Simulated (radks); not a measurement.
The numbers below are computed, except where a source is named.
Coulomb parameter of the 4f shell of the europium ion Eu2+ in the model configuration [Xe] 4f6 5d1, as a second difference U = [E(n + 0.25) + E(n - 0.25) - 2 E(n)] / (0.25)^2 with all orbitals relaxed. "Bare": the charge of the atom changes with n. "Screened": the 5d shell takes up the change at fixed total charge, which measures U(4f,4f) + U(5d,5d) - 2 U(4f,5d). Code: a radial shooting solver on a logarithmic mesh with Libxc functionals. Model: scalar-relativistic Kohn-Sham, r2SCAN, spin-unpolarised, spherical densities, finite nucleus; meta-GGA in the generalised Kohn-Sham scheme; Fermi nuclear charge, rms radius 5.1115 fm.

case                 configuration  E - E(n) (eV)
start                 [Xe] 4f6 5d1          0.000
bare +0.25         [Xe] 4f6.25 5d1         -4.900
bare -0.25         [Xe] 4f5.75 5d1          5.946
screened +0.25  [Xe] 4f6.25 5d0.75         -1.576
screened -0.25  [Xe] 4f5.75 5d1.25          1.871

U(bare) = 16.723 eV, U(screened by 5d) = 4.720 eV, against the Slater integral F0(4f,4f) = 28.637 eV with frozen orbitals.
